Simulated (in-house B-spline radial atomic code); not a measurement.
A fraction x of an electron is removed from 3p in K IV (K3+), starting from [Ne] 3s2 3p4 and keeping the highest spin. All numbers are computed (non-relativistic wB97X, spin-polarised, spherical fractional occupations; point nucleus) with a radial B-spline atomic code at the basis-set limit, not measured.

Caution: exact exchange at fractional occupations of open shells leaves self-interaction of up to several eV.

```json
{"x": "0", "E(x) - E(0) (eV)": "0.0000", "3p down level (eV)": "-51.583"}
{"x": "0.08", "E(x) - E(0) (eV)": "4.1641", "3p down level (eV)": "-52.521"}
{"x": "0.23", "E(x) - E(0) (eV)": "12.1747", "3p down level (eV)": "-54.290"}
{"x": "0.33", "E(x) - E(0) (eV)": "17.6631", "3p down level (eV)": "-55.479"}
{"x": "0.42", "E(x) - E(0) (eV)": "22.7046", "3p down level (eV)": "-56.555"}
{"x": "0.5", "E(x) - E(0) (eV)": "27.2674", "3p down level (eV)": "-57.517"}
{"x": "0.59", "E(x) - E(0) (eV)": "32.4929", "3p down level (eV)": "-58.606"}
{"x": "0.71", "E(x) - E(0) (eV)": "39.6134", "3p down level (eV)": "-60.072"}
{"x": "0.81", "E(x) - E(0) (eV)": "45.6822", "3p down level (eV)": "-61.306"}
{"x": "0.95", "E(x) - E(0) (eV)": "54.3870", "3p down level (eV)": "-63.054"}
{"x": "1", "E(x) - E(0) (eV)": "57.5555", "3p down level (eV)": "-"}
```

The exact functional would give a straight line between the two integer points. Deviations E(x) - E(0) - x[E(1) - E(0)], in eV: -0.44 at x = 0.08, -1.063 at x = 0.23, -1.33 at x = 0.33, -1.469 at x = 0.42, -1.51 at x = 0.5, -1.465 at x = 0.59, -1.251 at x = 0.71, -0.938 at x = 0.81, -0.291 at x = 0.95.

The curve lies below the straight line by up to 1.51 eV (at x = 0.5): convex, the delocalisation error, to which spherically averaged exact exchange adds.

Question: How well does Slater's transition state (minus the level at half occupation) give the ionisation energy?

Answer: It gives 57.517 eV against 57.556 eV from the two total energies; NIST lists 60.92 eV, ground level to ground level. The end point has an open shell averaged over its orbitals, so its exact exchange keeps a self-interaction and this is no true integer point.
